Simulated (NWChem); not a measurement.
BeCl₂; SMILES [Cl][Be][Cl]

Computed with NWChem. Geometry: optimised at PBE-D3(BJ)/def2-SVP. Isotropic polarisability at PBE0/Sadlej pVTZ. A Cauchy series cut after its second term is a line in ω².

| row | ω² (10⁻³ Ha²) | α (bohr³) |
|---|---|---|
| static | 0.00 | 42.03 |
| 1065 nm | 1.83 | withheld |
| 589 nm | 5.98 | 43.37 |
| 400 nm | 12.97 | 45.09 |

Problem. Fit a straight line of the last column on the one before it, predict the withheld value, and compare with the run.

Solution. 
1. Means of the 3 shown rows: x = 6.317, y = 43.497. Slope Σ(x − x̄)(y − ȳ)/Σ(x − x̄)² = 19.91/84.28 = 0.2362; intercept 42.005.
2. The shown rows scatter about the line by 0.033 (root mean square); the largest residual is -0.05, at 589 nm.
3. At x = 1.83 (1065 nm; inside the shown range) the line gives 42.44.
4. The run gives 42.43, -0.01 from the line, 0.3 times the scatter. The intercept estimates α(0), and the slope, 236 bohr³/Ha², the next Cauchy moment.
